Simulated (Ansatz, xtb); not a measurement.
## C6H5FOS: which of two isomers lies lower

Structure I is `C#C[C@@H]1SC=C(O)[C@@H]1F`, a singlet and structure II is `C#C[C@@H]1SCC(=O)[C@@H]1F`, a singlet. Both are isolated molecules in the gas phase, relaxed with B3LYP/def2-SVP; each stands in its lowest conformer found.

Quicker runs give these differences E(II) − E(I): GFN2-xTB −2.9 kcal/mol; HF/STO-3G −15.6 kcal/mol (at GFN2-xTB geometries); r2SCAN-D4/def2-SVP −10.2 kcal/mol (at GFN2-xTB geometries).

**Question.** Estimate E(II) − E(I) at the level CCSD(T)/def2-SVP + ΔMP2/def2-TZVPP.

**Answer.** Calculated at CCSD(T)/def2-SVP + ΔMP2/def2-TZVPP: E(II) − E(I) = −8.7 kcal/mol, so structure II lies lower.

Level by level:

```
                             level        geometry  E(II) − E(I) (kcal/mol)  departure from the last row (kcal/mol)  job, with rough time for the two
                          GFN2-xTB        GFN2-xTB                      −2.9                                    +5.8              optimisation, 0.54 s
                         HF/STO-3G        GFN2-xTB                     −15.6                                    −6.9               single point, 2.5 s
                r2SCAN-D4/def2-SVP        GFN2-xTB                     −10.2                                    −1.5                single point, 13 s
                    B3LYP/def2-SVP  B3LYP/def2-SVP                      −9.8                                    −1.1             optimisation, 3.7 min
                       HF/def2-SVP  B3LYP/def2-SVP                     −13.1                                    −4.4           part of the CCSD(T) run
                      MP2/def2-SVP  B3LYP/def2-SVP                     −11.4                                    −2.7           part of the CCSD(T) run
                  CCSD(T)/def2-SVP  B3LYP/def2-SVP                     −11.4                                    −2.7                      single point
CCSD(T)/def2-SVP + ΔMP2/def2-TZVPP  B3LYP/def2-SVP                      −8.7                                                     single point, 6.5 min
```

As drawn, II has 1 C–C, 1 C=O, 1 C–H in place of 1 C=C, 1 C–O, 1 O–H.

The levels shown agree on the order. The largest departure from CCSD(T)/def2-SVP + ΔMP2/def2-TZVPP is that of HF/STO-3G, 6.9 kcal/mol. The last row adds to CCSD(T) the change of the MP2 difference between the two basis sets, here +2.7 kcal/mol.

With thermal terms from frequencies at re-optimised GFN2-xTB minima (ideal gas, soft modes damped towards free rotors, one conformer each, 298.15 K, 1 atm): on the last row, ΔE + ΔZPE = −8.8, ΔH = −8.8, ΔG = −9.0 kcal/mol.

The correlated steps freeze 13 core orbitals. Run with Ansatz 0.2.0, xtb 6.7.1; the last row on 2 threads of Intel(R) Xeon(R) Processor @ 2.50GHz (Skylake/Cascade Lake) on a shared host.
